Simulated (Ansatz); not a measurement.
`Cl[SiH](Cl)[GeH3]` + `CC(F)=[Se]` → `C[C]([GeH3])=[Se]` + `F[SiH](Cl)Cl` at 400 K and 1 bar (redistribution).

Calculated with Ansatz (gas phase, PBE0-D4/def2-TZVP geometries, no zero-point term in ΔE). CCSD(T)/CBS is the MP2 limit (def2-TZVPP, def2-QZVPP) plus CCSD(T) − MP2 in def2-TZVPP, frozen cores. For Ge, Se outer-core shells are correlated without core-valence functions, which leaves a few kJ/mol of doubt a bond. Scalar relativity is left out up to krypton.

| species | CCSD(T)/CBS energy (Eh) | H − E (kJ/mol) | S (J/(mol·K)) |
| --- | --- | --- | --- |
| `Cl[SiH](Cl)[GeH3]` | -3287.25008 | 127.0 | 402.0 |
| `CC(F)=[Se]` | -2578.37885 | 142.8 | 325.7 |
| `C[C]([GeH3])=[Se]` | -4556.49424 | 206.2 | 392.2 |
| `F[SiH](Cl)Cl` | -1309.19911 | 63.5 | 333.9 |

H − E and S are ideal-gas, rigid-rotor, harmonic terms from PBE0-D4/def2-TZVP. 1 Eh = 2625.50 kJ/mol, R = 8.31446 J/(mol·K).

By hand: ΔE, ΔH, ΔS and ΔG.

ΔE = (-4556.49424) + (-1309.19911) − (-3287.25008) − (-2578.37885) = -0.06442 Eh = -169.1 kJ/mol. Δ(H − E) = 206.2 + 63.5 − 127.0 − 142.8 = -0.1, so ΔH = -169.2 kJ/mol. ΔS = 392.2 + 333.9 − 402.0 − 325.7 = -1.6 J/(mol·K). ΔG = -169.2 − 400 × (-1.6)/1000 = -168.6 kJ/mol.

By hand: the equilibrium constant, and the temperature at which ΔG would vanish if ΔH and ΔS stayed fixed.

log₁₀ K = −ΔG/(RT ln 10) = 22.0. ΔG = 0 at ΔH/ΔS = 105750 K, far beyond where these terms or the molecules hold.

The number of gas molecules stays the same, so ΔS is small and ΔH decides. A doubt of 5 kJ/mol in ΔE shifts log₁₀ K by 0.7 here. Modes under 60 cm⁻¹, often nearly free rotors, make the harmonic entropy too high. These are equilibria of isolated gas molecules and say nothing of rates. Largest T1 diagnostic: 0.015 (customary marks: 0.02 for closed shells, 0.045 for open ones).
